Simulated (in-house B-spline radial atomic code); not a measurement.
Inner levels of neodymium as electrons are removed. A shift is the extra binding of the orbital against the neutral atom ([Xe] 4f4 6s2). The density at the nucleus is averaged over the nuclear charge. Computed with a radial B-spline atomic code at the basis-set limit: Dirac-Hartree-Fock, average of the configuration, finite nuclei.

```
  ion      configuration  shift of 3p3/2 (eV)  shift of 1s1/2 (eV)  shift of 3d5/2 (eV)  radius of 3p3/2 (bohr)  radius of 1s1/2 (bohr)  radius of 3d5/2 (bohr)  Σ<r²> (bohr²)  change of density at nucleus (bohr⁻³)
Nd20+           [Kr] 4d4               525.44               542.04               526.98                  0.2653                0.023625                 0.24092         6.2612                                 99.507
Nd21+           [Kr] 4d3               570.32               590.65               572.19                 0.26497                0.023626                 0.24056         5.7436                                 172.77
Nd22+           [Kr] 4d2                    ?                    ?                    ?                       ?                       ?                       ?              ?                                      ?
Nd23+           [Kr] 4d1                662.9               691.56               665.53                 0.26424                0.023626                 0.23978          4.775                                 328.27
Nd24+  [Ar] 3d10 4s2 4p6               710.59               743.84               713.65                 0.26385                0.023626                 0.23936         4.3212                                 410.48
Nd25+  [Ar] 3d10 4s2 4p5               759.09               800.96                763.2                 0.26389                0.023625                 0.23892         3.9032                                 492.38
Nd26+  [Ar] 3d10 4s2 4p4               808.28               859.15               813.47                 0.26355                0.023625                 0.23846         3.4981                                 576.24
Nd27+  [Ar] 3d10 4s2 4p3                    ?                    ?                    ?                       ?                       ?                       ?              ?                                      ?
Nd28+  [Ar] 3d10 4s2 4p2               908.71               978.71               916.19                 0.26282                0.023623                 0.23752         2.7246                                 749.82
Nd29+  [Ar] 3d10 4s2 4p1               959.93              1040.08               968.62                 0.26244                0.023623                 0.23704         2.3552                                 839.52
Nd30+      [Ar] 3d10 4s2                    ?                    ?                    ?                       ?                       ?                       ?              ?                                      ?
Nd31+      [Ar] 3d10 4s1               1065.2              1165.45              1076.27                 0.26161                0.023622                 0.23603         1.6629                                -516.14
Nd32+          [Ar] 3d10               1119.2              1229.35              1131.43                 0.26116                0.023621                 0.23551         1.3381                               -2016.71
```

**Question.** Fill in the row of Nd22+.

**Answer.** shift of 3p3/2 (eV): 616.14; shift of 1s1/2 (eV): 640.49; shift of 3d5/2 (eV): 618.37; radius of 3p3/2 (bohr): 0.26461; radius of 1s1/2 (bohr): 0.023626; radius of 3d5/2 (bohr): 0.24018; Σ<r²> (bohr²): 5.2487; change of density at nucleus (bohr⁻³): 249.01.

**Question.** Fill in the row of Nd27+.

**Answer.** shift of 3p3/2 (eV): 858.16; shift of 1s1/2 (eV): 918.4; shift of 3d5/2 (eV): 864.47; radius of 3p3/2 (bohr): 0.26319; radius of 1s1/2 (bohr): 0.023624; radius of 3d5/2 (bohr): 0.238; Σ<r²> (bohr²): 3.1054; change of density at nucleus (bohr⁻³): 662.04.

**Question.** Fill in the row of Nd30+.

**Answer.** shift of 3p3/2 (eV): 1011.81; shift of 1s1/2 (eV): 1102.51; shift of 3d5/2 (eV): 1021.76; radius of 3p3/2 (bohr): 0.26205; radius of 1s1/2 (bohr): 0.023622; radius of 3d5/2 (bohr): 0.23654; Σ<r²> (bohr²): 1.9966; change of density at nucleus (bohr⁻³): 931.19.
